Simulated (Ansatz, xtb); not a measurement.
## C4H7FOSi2: which of two isomers lies lower

Structure I is `C#C[Si@](F)(C=C)O[SiH3]`, a singlet and structure II is `C#C[C@@H]1C[Si@H](F)O[SiH2]1`, a singlet. Both are isolated molecules in the gas phase, relaxed with B3LYP/def2-SVP; the shapes shown needn't be the lowest conformers.

I (Å):

```xyz
15

C     0.8569    0.2150   -2.0513
C     0.5970    0.7511   -0.9897
C     1.7930    1.9442    1.5635
C     2.0237    1.5198    2.8140
F    -0.5517    2.9176    0.2875
O    -0.7260    0.5891    1.5392
Si    0.2503    1.5429    0.6260
Si   -2.0884   -0.3640    1.6746
H     1.0817   -0.2572   -2.9910
H     2.5533    2.5619    1.0674
H     1.2989    0.8989    3.3514
H     2.9432    1.7728    3.3539
H    -1.7177   -1.7911    1.4640
H    -3.1114    0.0366    0.6680
H    -2.6403   -0.1929    3.0457
```

II (Å):

```
atom    x (Å)    y (Å)    z (Å)
   C   0.1074  -2.1493  -0.6322
   C   0.4213  -0.9790  -0.5747
   C   0.7860   0.4289  -0.4667
   C   2.2269   0.6393   0.1220
   F   2.2172  -0.7322   2.6980
   O   0.5238   1.2942   2.1610
  Si   2.0853   0.7298   2.0037
  Si  -0.4101   1.3330   0.7582
   H  -0.1667  -3.1858  -0.6864
   H   0.7194   0.8915  -1.4674
   H   2.9222  -0.1339  -0.2404
   H   2.6212   1.6116  -0.2243
   H   3.0460   1.6111   2.7034
   H  -0.6418   2.7470   0.3459
   H  -1.7032   0.6326   0.9514
```

Task: Estimate E(II) − E(I) at the level CCSD(T)/def2-SVP + ΔMP2/def2-TZVPP.

Result: Calculated at CCSD(T)/def2-SVP + ΔMP2/def2-TZVPP: E(II) − E(I) = −6.7 kcal/mol, so structure II lies lower.

How the difference moves with the method:

```csv
level,geometry,E(II) − E(I) (kcal/mol),departure from the last row (kcal/mol),"job, with rough time for the two"
B3LYP/def2-SVP,B3LYP/def2-SVP,−5.8,+0.9,"optimisation, 88 s"
HF/def2-SVP,B3LYP/def2-SVP,−0.2,+6.5,part of the CCSD(T) run
MP2/def2-SVP,B3LYP/def2-SVP,−10.5,−3.9,part of the CCSD(T) run
CCSD(T)/def2-SVP,B3LYP/def2-SVP,−7.4,−0.8,single point
CCSD(T)/def2-SVP + ΔMP2/def2-TZVPP,B3LYP/def2-SVP,−6.7,,"single point, 62 s"
```

As drawn, II has 2 C–C in place of 1 C=C. Structure I has no ring, II a 5-membered ring.

HF/def2-SVP finds them nearly level. The largest departure from CCSD(T)/def2-SVP + ΔMP2/def2-TZVPP is that of HF/def2-SVP, 6.5 kcal/mol. A small imaginary or near-zero mode remains, so no thermal terms are given. Levels run at GFN2-xTB geometries aren't shown. The last row adds to CCSD(T) the change of the MP2 difference between the two basis sets, here +0.8 kcal/mol.

The correlated steps freeze 16 core orbitals. Run with Ansatz 0.2.0, xtb 6.7.1; the last row on 4 threads of Intel(R) Xeon(R) Platinum 8488C (Sapphire Rapids) on a shared host.
